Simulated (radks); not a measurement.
Results of a calculation; reference values are marked as such.
Trend from La to Lu: ionisation energy by Delta-SCF between NIST ground configurations, and size. Code: a radial shooting solver on a logarithmic mesh with Libxc functionals. Model: Dirac Kohn-Sham, PBE, spin-unpolarised, spherical densities, point nucleus; open shells are shared between the two j in proportion to 2j + 1.

species      configuration  IE (eV)  NIST (eV)       kind  -e(HOMO) (eV)  outermost  <r> outermost (bohr)
La            [Xe] 5d1 6s2    6.038      5.577       exp.  3.014 (5d5/2)      6s1/2                  4.42
Ce        [Xe] 4f1 5d1 6s2    6.241      5.539       exp.  2.977 (5d5/2)      6s1/2                  4.35
Pr            [Xe] 4f3 6s2    5.722      5.470  semi-emp.  1.105 (4f7/2)      6s1/2                  4.50
Nd            [Xe] 4f4 6s2    5.800      5.525       exp.  1.577 (4f7/2)      6s1/2                  4.44
Pm            [Xe] 4f5 6s2    5.875      5.582       exp.  1.947 (4f7/2)      6s1/2                  4.38
Sm            [Xe] 4f6 6s2    5.948      5.644       exp.  2.233 (4f7/2)      6s1/2                  4.32
Eu            [Xe] 4f7 6s2    6.021      5.670       exp.  2.445 (4f7/2)      6s1/2                  4.27
Gd        [Xe] 4f7 5d1 6s2    6.646      6.150       exp.  2.428 (5d5/2)      6s1/2                  3.99
Tb            [Xe] 4f9 6s2    6.166      5.864       exp.  2.683 (4f7/2)      6s1/2                  4.16
Dy           [Xe] 4f10 6s2    6.239      5.939       exp.  2.722 (4f7/2)      6s1/2                  4.11
Ho           [Xe] 4f11 6s2    6.312      6.022       exp.  2.713 (4f7/2)      6s1/2                  4.07
Er           [Xe] 4f12 6s2    6.386      6.108       exp.  2.662 (4f7/2)      6s1/2                  4.02
Tm           [Xe] 4f13 6s2    6.461      6.184       exp.  2.570 (4f7/2)      6s1/2                  3.97
Yb           [Xe] 4f14 6s2    6.538      6.254       exp.  2.443 (4f7/2)      6s1/2                  3.93
Lu       [Xe] 4f14 5d1 6s2    5.258      5.426       exp.  1.631 (5d5/2)      6s1/2                  3.65

Reference values: NIST Atomic Spectra Database (exp. = measured, semi-emp. = semi-empirical, theory = theoretical value adopted there). Spin polarisation and multiplet splitting are left out, so open shells lie too high by an amount that depends on their filling. Sharing an open shell by 2j + 1 raises it above the true ground level by a part of the spin-orbit splitting, which enters the differences from NIST.

Beside tabulated values, note that spin-unpolarised runs miss the spin-polarisation part of the exchange energy of open shells.
